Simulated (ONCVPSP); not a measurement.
## iridium, ONCV: configuration errors across variants

- Element: iridium
- Generator: ONCVPSP 4.0.1
- Type: optimised norm-conserving Vanderbilt (ONCV)
- Functional: LDA (Perdew-Zunger)
- Relativity: scalar-relativistic
- Frozen core: [Kr] 4d10 4f14
- Valence charge: 17
- Reference configuration: 5s2 5p6 5d7 6s2
- Partial waves: 5s+6s: rc 1.25 bohr, ncon 3, nbas 8, qcut 7.9 1/bohr, 2 projectors; 5p: rc 1.70 bohr, ncon 4, nbas 8, qcut 8.6 1/bohr, 3 projectors, debl 2.6 Ha; 5d: rc 1.25 bohr, ncon 4, nbas 8, qcut 6.4 1/bohr, local
- Local potential: the d channel
- Core correction: Teter function, fcfact 2, rcfact 1.3

All-electron excitation energies from the reference (eV): (1) 5s2 5p6 5d7 6s1 10.185; (2) 5s2 5p6 5d7 6s0 28.035; (3) 5s2 5p6 5d6 6s0 58.877; (4) 5s2 5p6 5d7 6s0 6p1 16.762.

3 further variants failed, have other tests or too few solved ones, and are left out.

A true bound ghost makes a file unfit for plane-wave use even where its test errors are small: the radial tests pick states by their node count and pass the ghost by.

Errors AE − PS in meV (a dash: test not solved or not reliable):

| change | (1) | (2) | (3) | (4) | bound ghosts | GHOST(+) flags above zero |
| --- | --- | --- | --- | --- | --- | --- |
| base | -3.3 | -9.3 | -12 | -4.4 | none | s |
| s: qcut 5.4 | -4.5 | -15 | -17 | -9.1 | s | none |
| s: qcut 7.3 | -3.5 | -10 | -12 | -5.1 | none | none |

(1) Give the same row for: s: qcut 6.3.

## Answers

(1) -4.0, -13, -15, -6.9; bound ghosts: none; GHOST(+) flags above zero: none.
